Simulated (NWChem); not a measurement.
System: CH4ClFOSi; SMILES F[Si@H](Cl)OC

Here is an NWChem input.

```
start job
memory heap 200 mb stack 900 mb global 1100 mb
geometry units angstroms noautoz
  C     -0.920610     2.049191    -0.478866
  O     -0.125747     1.444516     0.533164
  Si     0.522467    -0.069828     0.492694
  F      1.724026    -0.164811    -0.604748
  Cl    -0.904952    -1.449366    -0.091225
  H     -1.710505     1.357606    -0.844961
  H     -0.297688     2.365709    -1.343223
  H     -1.407038     2.946370    -0.047735
  H      1.061196    -0.369030     1.840249
end
basis spherical
  * library 6-31+g*
end
dft
  xc hfexch
  iterations 150
  mulliken
end
task dft energy
```

Output (shortened):

```
             Northwest Computational Chemistry Package (NWChem) 7.3.0
             --------------------------------------------------------

 C1  symmetry detected

                             Geometry "geometry" -> ""
                             -------------------------

 Output coordinates in angstroms (scale by  1.889725989 to convert to a.u.)

  No.       Tag          Charge          X              Y              Z
 ---- ---------------- ---------- -------------- -------------- --------------
    1 C                    6.0000    -1.07146376     1.89940506    -0.52675691
    2 O                    8.0000    -0.24379605     1.37863311     0.50542840
    3 Si                  14.0000     0.54639873    -0.06718095     0.48897042
    4 F                    9.0000     1.77405449    -0.05292109    -0.58331813
    5 Cl                  17.0000    -0.73071747    -1.57962059    -0.11361736
    6 H                    1.0000    -1.78413326     1.13372113    -0.90369160
    7 H                    1.0000    -0.46371793     2.26932867    -1.38064801
    8 H                    1.0000    -1.64996985     2.74836383    -0.11200880
    9 H                    1.0000     1.08309629    -0.30653571     1.84923520

 Effective nuclear repulsion energy (a.u.)     306.4866435363

  xc_inp: hfexch multiplicative factor not found.

                                 NWChem DFT Module
                                 -----------------

 Summary of "ao basis" -> "ao basis" (spherical)
 ------------------------------------------------------------------------------
       Tag                 Description            Shells   Functions and Types
 ---------------- ------------------------------  ------  ---------------------
 C                          6-31+g*                  8       18   4s3p1d
 O                          6-31+g*                  8       18   4s3p1d
 Si                         6-31+g*                 10       22   5s4p1d
 F                          6-31+g*                  8       18   4s3p1d
 Cl                         6-31+g*                 10       22   5s4p1d
 H                          6-31+g*                  2        2   2s

            General Information
            -------------------
          SCF calculation type: DFT
          Wavefunction type:  closed shell.
          No. of atoms     :     9
          No. of electrons :    58
           Alpha electrons :    29
            Beta electrons :    29
          Charge           :     0
          Spin multiplicity:     1
          Use of symmetry is: off; symmetry adaption is: off
          Maximum number of iterations: 150
          AO basis - number of functions:   106
                     number of shells:    52
          Convergence on energy requested:  1.00D-06
          Convergence on density requested:  1.00D-05
          Convergence on gradient requested:  5.00D-04

              XC Information
              --------------
                     Hartree-Fock (Exact) Exchange  1.000

      Superposition of Atomic Density Guess
      -------------------------------------

 Sum of atomic energies:        -962.06044154

      Non-variational initial energy
      ------------------------------

 Total energy =    -963.631071
 1-e energy   =   -1940.376387
 2-e energy   =     670.258673
 HOMO         =      -0.396321
 LUMO         =       0.036549

     ---------------------------------------------
      Total Density - Mulliken Population Analysis
     ---------------------------------------------

    Atom       Charge   Shell Charges
 -----------   ------   -------------------------------------------------------
    1 C    6     6.44   2.00  0.69  1.81  0.68  1.03  0.09  0.08  0.05
    2 O    8     8.67   2.00  0.92  3.09  0.92  1.89 -0.16 -0.00  0.02
    3 Si  14    12.70   2.00  2.00  5.97  0.80  1.11  0.32  0.23  0.02  0.02  0.24
    4 F    9     9.51   2.00  0.95  3.47  1.04  2.11 -0.14  0.07  0.01
    5 Cl  17    17.37   2.00  2.00  5.98  1.37  3.70  0.59  1.74 -0.03  0.01  0.01
    6 H    1     0.76   0.47  0.29
    7 H    1     0.76   0.48  0.29
    8 H    1     0.76   0.48  0.29
    9 H    1     1.01   0.46  0.56

   convergence    iter        energy       DeltaE   RMS-Dens  Diis-err
 ---------------- ----- ----------------- --------- --------- ---------
 d= 0,ls=0.0,diis     1   -962.9666009430 -1.27D+03  7.66D-03  7.20D-01
 d= 0,ls=0.0,diis     2   -963.0329380638 -6.63D-02  2.37D-03  2.23D-01
 d= 0,ls=0.0,diis     3   -963.0528947545 -2.00D-02  7.58D-04  5.59D-03
 d= 0,ls=0.0,diis     4   -963.0537351707 -8.40D-04  2.38D-04  3.12D-04
 d= 0,ls=0.0,diis     5   -963.0537910807 -5.59D-05  8.90D-05  1.56D-05
  Resetting Diis
 d= 0,ls=0.0,diis     6   -963.0537948221 -3.74D-06  2.95D-05  2.53D-06
 d= 0,ls=0.0,diis     7   -963.0537952656 -4.43D-07  1.01D-05  2.17D-07
 d= 0,ls=0.0,diis     8   -963.0537953152 -4.96D-08  3.46D-06  6.56D-08

         Total DFT energy =     -963.053795315232
      One electron energy =    -1942.845607842729
           Coulomb energy =      746.284622672587
    Exchange-Corr. energy =      -72.979453681406
 Nuclear repulsion energy =      306.486643536315

 Numeric. integr. density =        0.000000000000

                       DFT Final Molecular Orbital Analysis
                       ------------------------------------

 Vector   27  Occ=2.000000D+00  E=-4.934157D-01
              MO Center= -5.7D-01,  3.9D-01, -1.0D-01, r^2= 4.1D+00
   Bfn.  Coefficient  Atom+Function         Bfn.  Coefficient  Atom+Function
  ----- ------------  ---------------      ----- ------------  ---------------
    83      0.331529  5 Cl px                21      0.271389  2 O  px
    85     -0.249189  5 Cl pz                23     -0.222619  2 O  pz
    25      0.216737  2 O  px                27     -0.178257  2 O  pz
     3     -0.176131  1 C  px                87      0.174382  5 Cl px
   101     -0.165628  7 H  s                102     -0.146589  7 H  s

 Vector   28  Occ=2.000000D+00  E=-4.797694D-01
              MO Center= -5.3D-01, -1.3D+00,  6.0D-02, r^2= 2.2D+00
   Bfn.  Coefficient  Atom+Function         Bfn.  Coefficient  Atom+Function
  ----- ------------  ---------------      ----- ------------  ---------------
    85      0.460506  5 Cl pz                84     -0.384353  5 Cl py
    83      0.304641  5 Cl px                89      0.255848  5 Cl pz
    46     -0.210132  3 Si s                 88     -0.206921  5 Cl py
    81     -0.177893  5 Cl pz                87      0.176425  5 Cl px
   106     -0.168837  9 H  s                 80      0.148214  5 Cl py

 Vector   29  Occ=2.000000D+00  E=-4.754558D-01
              MO Center= -5.8D-01, -1.9D-01, -5.5D-02, r^2= 3.8D+00
   Bfn.  Coefficient  Atom+Function         Bfn.  Coefficient  Atom+Function
  ----- ------------  ---------------      ----- ------------  ---------------
    85      0.418770  5 Cl pz                21      0.276150  2 O  px
    83     -0.262133  5 Cl px                89      0.232061  5 Cl pz
    25      0.227795  2 O  px                84      0.211055  5 Cl py
    22      0.204634  2 O  py                26      0.167108  2 O  py
    81     -0.161600  5 Cl pz                87     -0.148365  5 Cl px

 Vector   30  Occ=0.000000D+00  E= 6.511944D-02
              MO Center= -1.3D+00,  2.3D-03, -3.8D-01, r^2= 1.6D+01
   Bfn.  Coefficient  Atom+Function         Bfn.  Coefficient  Atom+Function
  ----- ------------  ---------------      ----- ------------  ---------------
    50      4.775400  3 Si s                 90     -2.909720  5 Cl s
    51     -1.292036  3 Si px                10     -1.080290  1 C  s
    92     -0.819649  5 Cl py                53     -0.813022  3 Si pz
    91     -0.722824  5 Cl px                12      0.676825  1 C  py
    11     -0.647400  1 C  px                52     -0.434682  3 Si py

 Vector   31  Occ=0.000000D+00  E= 7.587638D-02
              MO Center=  2.0D+00,  8.0D-01,  1.4D+00, r^2= 1.1D+01
   Bfn.  Coefficient  Atom+Function         Bfn.  Coefficient  Atom+Function
  ----- ------------  ---------------      ----- ------------  ---------------
    51      1.561115  3 Si px                90      1.464025  5 Cl s
    10      1.013298  1 C  s                 46     -0.983129  3 Si s
    53      0.851514  3 Si pz                50     -0.534292  3 Si s
    52      0.521959  3 Si py                28     -0.516586  2 O  s
    49     -0.352520  3 Si pz                92      0.347378  5 Cl py

 Vector   32  Occ=0.000000D+00  E= 7.792039D-02
              MO Center=  6.1D-01, -2.9D-02,  5.5D-01, r^2= 1.9D+01
   Bfn.  Coefficient  Atom+Function         Bfn.  Coefficient  Atom+Function
  ----- ------------  ---------------      ----- ------------  ---------------
    52      1.925126  3 Si py                10     -1.530367  1 C  s
    90      1.187299  5 Cl s                 12      0.898528  1 C  py
    53     -0.734138  3 Si pz                11     -0.643266  1 C  px
    28      0.601186  2 O  s                 13     -0.483086  1 C  pz
    51     -0.479497  3 Si px                46     -0.444173  3 Si s

     ---------------------------------------------
      Total Density - Mulliken Population Analysis
     ---------------------------------------------

    Atom       Charge   Shell Charges
 -----------   ------   -------------------------------------------------------
    1 C    6     6.37   2.00  0.64  1.95  0.68  0.91  0.08  0.03  0.07
    2 O    8     8.54   2.00  0.87  2.91  1.00  1.96 -0.17 -0.05  0.02
    3 Si  14    12.86   2.00  2.00  5.98  0.79  1.40  0.19  0.08  0.04  0.02  0.37
    4 F    9     9.41   2.00  0.92  3.29  1.08  2.17 -0.15  0.08  0.01
    5 Cl  17    17.31   2.00  2.00  5.98  1.35  3.62  0.64  1.74 -0.02 -0.01  0.02
    6 H    1     0.80   0.52  0.28
    7 H    1     0.80   0.52  0.28
    8 H    1     0.80   0.52  0.27
    9 H    1     1.11   0.50  0.61

     -------------------------------------------
      Total Density - Lowdin Population Analysis
     -------------------------------------------

    Atom       Charge   Shell Charges
 -----------   ------   -------------------------------------------------------
    1 C    6     6.22   1.99  0.52  1.77  0.38  1.21  0.07  0.15  0.14
    2 O    8     8.71   1.99  0.82  2.79  0.61  1.93  0.13  0.39  0.04
    3 Si  14    12.95   2.00  1.96  5.88  0.45  1.28  0.18  0.46  0.08  0.12  0.54
    4 F    9     9.51   1.99  0.91  3.17  0.77  2.11  0.15  0.39  0.02
    5 Cl  17    17.19   2.00  1.99  5.92  1.11  3.35  0.58  1.87  0.11  0.25  0.02
    6 H    1     0.81   0.49  0.32
    7 H    1     0.81   0.49  0.32
    8 H    1     0.81   0.49  0.32
    9 H    1     0.97   0.49  0.48

     Multipole analysis of the density
     ---------------------------------

     L   x y z        total         alpha         beta         nuclear
     -   - - -        -----         -----         ----         -------
     0   0 0 0     -0.000000    -29.000000    -29.000000     58.000000

     1   1 0 0     -0.392604     -0.196302     -0.196302      0.000000
     1   0 1 0      0.466179      0.233090      0.233090      0.000000
     1   0 0 1      0.074164      0.037082      0.037082      0.000000

     2   2 0 0    -33.267593   -117.051457   -117.051457    200.835321
     2   1 1 0     -2.087599      7.130331      7.130331    -16.348261
     2   1 0 1      2.338583     -3.614391     -3.614391      9.567366
     2   0 2 0    -32.415314   -183.049439   -183.049439    333.683563
     2   0 1 1     -2.323881      3.466439      3.466439     -9.256758
     2   0 0 2    -32.139665    -45.517980    -45.517980     58.896296
```

Level: Hartree-Fock/6-31+G* (spherical d). Coordinates come from a PBE-D3(BJ)/def2-SVP optimisation.
